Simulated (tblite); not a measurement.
Species: C5H9NO.
Structure used (GFN2-xTB), in Å, numbered top down from 1:
```xyz
16
C5H9NO angstrom
C     -1.2749    1.8476    1.1154
O     -1.8415    0.8613    0.2869
C     -1.4253   -0.4449    0.5952
C     -0.0542   -0.8059    0.1055
C      0.6422   -0.1010   -0.7843
C      1.9630   -0.4882   -1.2325
N      2.5893    0.2308   -2.0585
H     -1.6511    2.8027    0.7554
H     -0.1811    1.8462    1.0663
H     -1.5823    1.7056    2.1597
H     -1.4817   -0.6194    1.6827
H     -2.1554   -1.1078    0.1138
H      0.3484   -1.7206    0.5235
H      0.2391    0.8035   -1.2160
H      2.3472   -1.4250   -0.7995
H      3.5108   -0.1085   -2.3251
```

Calculated harmonic vibrations of the isolated species, GFN2-xTB (tblite), most abundant isotopes, no scaling. Against measured fundamentals such values can be off by several per cent, at times by over 20. One conformer, not necessarily the lowest.

Harmonic wavenumbers (cm⁻¹): 86.0, 100.1, 134.3, 170.6, 193.6, 257.1, 303.0, 406.9, 493.8, 633.0, 681.1, 815.6, 916.9, 953.8, 991.3, 1029.9, 1037.1, 1072.1, 1122.2, 1135.1, 1151.4, 1193.1, 1239.0, 1251.2, 1273.7, 1327.0, 1379.7, 1405.9, 1431.0, 1470.6, 1490.7, 1678.3, 1693.5, 2810.2, 2834.7, 2897.9, 2914.1, 2938.0, 3034.4, 3044.7, 3097.2, 3343.0.

A = 6046, B = 1246, C = 1099 MHz; mass 99.068 u (most abundant isotopes); point group C1, symmetry number 1.

Q: Zero-point energy?

A: ½Σν̃ = 28716 cm⁻¹ = 82.10 kcal/mol.

Q: Give the ideal-gas entropy at 350 K and 1 bar in the rigid-rotor, harmonic-oscillator model (classical rotation).

A: Translation 40.51, rotation 28.53, vibration 25.25: S = 94.3 cal/(mol K).

Q: And Cp and H(350 K) − H(0)?

A: Cp = 34.62 cal/(mol K), of which vibrations give 26.67 (their classical limit is 42 R = 83.5); H(350 K) − H(0) = 7.51 kcal/mol without the zero-point energy, 4.73 from vibrations.

Q: How do the functions run with temperature in this model?

A: 
```tsv
T (K)	S (cal/(mol K))	Cp (cal/(mol K))	H − H(0) (kcal/mol)	G − H(0) (kcal/mol)	ln q(vib)
100	64.7	16.7	1.17	-5.31	0.96
200	78.4	23.4	3.18	-12.50	2.95
300	89.3	30.7	5.88	-20.90	4.93
500	108.5	45.6	13.55	-40.72	8.81
800	133.6	61.0	29.74	-77.15	14.48
1000	148.0	67.7	42.64	-105.34	18.07
```

q(vib) and H(0) count from the zero-point level.

Q: What must be added to the electronic energy to get the Gibbs energy at 350 K and 1 bar?

A: ZPE + [H(350 K) − H(0)] − T·S = 82.10 + 7.51 − 33.00 = 56.61 kcal/mol.

Q: Blend soft modes into free rotors: weight 1/[1 + (100 cm⁻¹/ν̃)⁴] for the oscillator and the rest for a rotor with moment μB/(μ + B), μ = h/(8π²ν), B = 10⁻⁴⁴ kg m². What vibrational entropy results?

A: 24.16 cal/(mol K) in place of 25.25, which changes −T·S at 350 K by +0.38 kcal/mol.

Q: Which modes carry the vibrational entropy at 350 K?

A: 86.0 cm⁻¹: 4.06; 100.1 cm⁻¹: 3.77; 134.3 cm⁻¹: 3.19; 170.6 cm⁻¹: 2.73; 193.6 cm⁻¹: 2.49; 257.1 cm⁻¹: 1.97 cal/(mol K); the other 36 give 7.04 together.

Hindered rotation and anharmonicity are outside this model. Other conformers, if any are populated, would add a mixing term that is left out. The structure is chiral; the term R ln 2 for an equal mix with its mirror image is left out.
